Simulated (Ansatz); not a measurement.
C3H8F3NZr, SMILES `CC(C)[NH][Zr]([F])([F])[F]` at its PBE0-D4/def2-TZVP geometry, where that method's forces vanish. The species carries charge 0 and has multiplicity 1. Zr: def2 effective core potential.

```tsv
atom	x (Å)	y (Å)	z (Å)
C1	0.1070	-1.2447	-1.5618
C2	-0.1870	-0.8808	-0.1152
C3	1.0950	-0.6396	0.6648
N4	-1.0301	0.3048	-0.0297
Zr5	-0.6446	2.0489	0.8987
F6	-0.3652	1.7379	2.7664
F7	0.9580	2.8193	0.1904
F8	-2.1610	3.1559	0.5814
H9	0.6570	-0.4370	-2.0520
H10	0.7051	-2.1577	-1.6205
H11	-0.8177	-1.4134	-2.1197
H12	-0.7127	-1.7249	0.3538
H13	0.8891	-0.4154	1.7166
H14	1.7356	-1.5225	0.6435
H15	1.6680	0.1860	0.2268
H16	-1.8966	0.1834	-0.5434
```

For each bond, give half the difference of the two atoms' forces along it (eV/Å; positive pushes the atoms apart) under PBE-D4, r2SCAN-D4, B3LYP-D4, ωB97M-V in def2-TZVPP. (Estimate.)

The calculation gave: 
| bond | length (Å) | PBE-D4 | r2SCAN-D4 | B3LYP-D4 | ωB97M-V |
| --- | --- | --- | --- | --- | --- |
| C1–C2 | 1.520 | 0.01 | 0.07 | 0.13 | 0.09 |
| C1–H9 | 1.093 | 0.11 | -0.03 | -0.06 | -0.06 |
| C1–H10 | 1.093 | 0.10 | -0.04 | -0.07 | -0.08 |
| C1–H11 | 1.093 | 0.09 | -0.04 | -0.07 | -0.06 |
| C2–N4 | 1.457 | 0.03 | 0.10 | 0.15 | 0.19 |
| C2–H12 | 1.099 | 0.11 | -0.07 | -0.15 | -0.19 |
| C3–H13 | 1.095 | 0.08 | -0.04 | -0.09 | -0.06 |
| C3–H14 | 1.091 | 0.10 | -0.03 | -0.09 | -0.07 |
| C3–H15 | 1.096 | 0.10 | -0.03 | -0.07 | -0.06 |
| N4–Zr5 | 2.013 | 0.02 | 0.07 | 0.06 | -0.01 |
| N4–H16 | 1.015 | 0.20 | -0.02 | -0.12 | -0.10 |
| Zr5–F6 | 1.914 | 0.19 | 0.04 | 0.15 | 0.03 |
| Zr5–F7 | 1.914 | 0.19 | 0.04 | 0.15 | 0.03 |
| Zr5–F8 | 1.904 | 0.15 | 0.05 | 0.12 | 0.06 |

B3LYP here is the variant with VWN-RPA as its local correlation; programs differ in this.

All numbers were calculated with Ansatz.
